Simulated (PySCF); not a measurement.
C4H5FO3Si (charge -1 and doublet state).
Cartesian coordinates in Å at the GFN2-xTB level; atoms count from 1:
```
atom  x, y, z in Å
O1     0.2985   -2.2882   -0.2387
C2    -0.2503   -1.1727   -0.2597
O3    -1.6690   -1.1350   -0.3919
C4    -2.2171    0.0350    0.1137
O5    -1.7251    1.2000   -0.4568
C6    -0.3162    1.2523   -0.3245
C7     0.4011    0.0689   -0.1514
Si8    2.2102   -0.1403    0.1025
F9     2.9151    1.3314    0.3209
H10   -3.2943    0.0004   -0.0988
H11   -2.0629    0.0689    1.2165
H12    0.0663    2.2475   -0.1837
H13    2.6226   -0.8153    1.3400
H14    3.0204   -0.6534   -1.0105
```

The hyperfine couplings belong to this conformer and change with its torsions.

As a line formula: `F[SiH2]C1[C](OCOC=1)[O-]` [radical] (charge -1).

Theory: PySCF, UKS B3LYP, pcH-1 on C F H O Si, non-relativistic, mean-field spin-orbit, GIAO. Whether the extra electron is bound in the gas phase wasn't checked; a finite basis holds it in any case. A GFN2-xTB geometry isn't a minimum of the functional, and hyperfine couplings can be far from their values at a DFT geometry, by a factor of two or more for some ions and for spin on atoms past the first row. The SCF solution wasn't tested for stability.

(1) Where do the isotropic ENDOR lines of F9, H12, H13/H14 and H10/H11 fall at 1219.3 mT, to first order?

(2) Which pairs are centred on the nuclear Larmor frequency, and which on half the coupling?

## Answers

(1) ν± = |νn ± a/2|, one line for each electron-spin manifold; νn = |g_N| × 7.62259 MHz/T × B.

| nuclei | isotope | g_N | νn (MHz) | a_iso (MHz) | lower line (MHz) | upper line (MHz) |
| --- | --- | --- | --- | --- | --- | --- |
| F9 | 19F | 5.2577 | 48.87 | -1.72 | 48.01 | 49.73 |
| H12 | 1H | 5.5857 | 51.91 | -40.27 | 31.78 | 72.05 |
| H13/H14 | 1H | 5.5857 | 51.91 | 4.05 | 49.89 | 53.94 |
| H10/H11 | 1H | 5.5857 | 51.91 | -2.12 | 50.85 | 52.98 |

(2) Centred on νn, since |a| < 2νn: F9, H12, H13/H14 and H10/H11. No pair has |a| > 2νn.

Means are taken over nuclei equivalent by connectivity, which assumes that they swap fast.

The SMILES draws the unpaired electron on C2; the largest computed Mulliken spin population is on C6 (0.69 against 0.16).
